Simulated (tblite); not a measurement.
Species: C6H2ClF2 (doublet state).
Atom-mapped SMILES: `[F:1][c:2]1[c:3][cH:4][c:5]([F:6])[c:7]([Cl:8])[cH:9]1` (hydrogens: H10 on C4; H11 on C9)
Bond orders are those of one Lewis drawing.

Computed with GFN2-xTB (tblite), gas phase: L-BFGS steps from a force-field or distance-geometry start until the largest atomic force falls under 0.01 eV/Å.

Step 3: E = -755.5936 eV
```
atom  x, y, z in Å  |  force x, y, z in eV/Å
F1      2.5109   -1.4283    0.0176   -0.011   0.052  -0.008
C2      1.2944   -0.8787    0.0029   -0.145   0.124   0.027
C3      0.1440   -1.6169   -0.0189    0.015  -0.072  -0.019
C4     -1.1102   -1.0943   -0.0334   -0.028   0.018   0.031
C5     -1.2352    0.2930   -0.0157    0.005   0.153  -0.027
F6     -2.4468    0.8677   -0.0299    0.028  -0.184   0.008
C7     -0.0973    1.0935    0.0089    0.089  -0.040   0.009
Cl8    -0.2540    2.8145    0.0304    0.020  -0.088  -0.003
C9      1.1620    0.5090    0.0199    0.047   0.259  -0.003
H10    -1.9937   -1.7109   -0.0487   -0.038  -0.009  -0.011
H11     2.0313    1.1541    0.0408    0.017  -0.212  -0.003
```

Step 4: E = -755.5968 eV
```
atom  x, y, z in Å  |  force x, y, z in eV/Å
F1      2.5084   -1.4257    0.0173   -0.027   0.061  -0.006
C2      1.2910   -0.8750    0.0039   -0.025   0.072   0.014
C3      0.1437   -1.6142   -0.0196   -0.067  -0.112  -0.009
C4     -1.1118   -1.0924   -0.0322    0.072  -0.034   0.013
C5     -1.2329    0.2941   -0.0169   -0.029   0.043  -0.009
F6     -2.4444    0.8618   -0.0296   -0.071  -0.087   0.003
C7     -0.0963    1.0924    0.0094    0.085   0.067  -0.001
Cl8    -0.2533    2.8113    0.0303    0.007  -0.018  -0.002
C9      1.1624    0.5122    0.0195   -0.013   0.108   0.005
H10    -1.9931   -1.7102   -0.0491   -0.071  -0.015  -0.008
H11     2.0316    1.1483    0.0408    0.137  -0.086  -0.001
```

Step 5: E = -755.5985 eV
```
atom  x, y, z in Å  |  force x, y, z in eV/Å
F1      2.5065   -1.4232    0.0171   -0.026   0.066  -0.004
C2      1.2891   -0.8717    0.0047   -0.040  -0.026   0.003
C3      0.1423   -1.6146   -0.0201    0.031  -0.069   0.001
C4     -1.1114   -1.0917   -0.0313    0.001  -0.062  -0.001
C5     -1.2319    0.2949   -0.0176    0.003   0.011   0.004
F6     -2.4446    0.8574   -0.0294   -0.092  -0.042   0.001
C7     -0.0946    1.0932    0.0096   -0.030   0.079  -0.008
Cl8    -0.2528    2.8095    0.0302   -0.001   0.047  -0.001
C9      1.1623    0.5149    0.0194    0.029   0.012   0.009
H10    -1.9940   -1.7101   -0.0494   -0.038   0.017  -0.004
H11     2.0345    1.1441    0.0407    0.164  -0.032   0.000
```

Question: Estimate the geometry and energy of step 6. (The exact step hangs on the optimiser's Hessian estimate; all steps are aligned on step 5, rigid shifts and turns removed.)

Answer: E = -755.6001 eV, largest force 0.145 eV/Å
```
atom  x, y, z in Å  |  force x, y, z in eV/Å
F1      2.5044   -1.4197    0.0168   -0.016   0.059  -0.001
C2      1.2861   -0.8693    0.0055    0.000  -0.050  -0.006
C3      0.1422   -1.6165   -0.0205    0.006  -0.013   0.009
C4     -1.1114   -1.0922   -0.0306    0.005  -0.035  -0.012
C5     -1.2309    0.2960   -0.0182   -0.007  -0.072   0.013
F6     -2.4466    0.8525   -0.0292   -0.065  -0.015  -0.001
C7     -0.0938    1.0953    0.0097   -0.061   0.057  -0.011
Cl8    -0.2524    2.8089    0.0302   -0.011   0.106   0.000
C9      1.1630    0.5179    0.0194    0.022  -0.066   0.011
H10    -1.9955   -1.7096   -0.0497   -0.018   0.034  -0.001
H11     2.0404    1.1395    0.0407    0.145  -0.005   0.001
```

The energy changes by -0.0016 eV. The first-order estimate −F·Δx gives -0.0023 eV and the mean of the old and new forces, exact on a quadratic surface, -0.0016 eV. The step makes an angle of 43° with the force vector and moves no atom by more than 0.007 Å.

The cost below is that of the whole relaxation. The run took 0.1 s on an Arm Neoverse V1 with one thread, shared host.
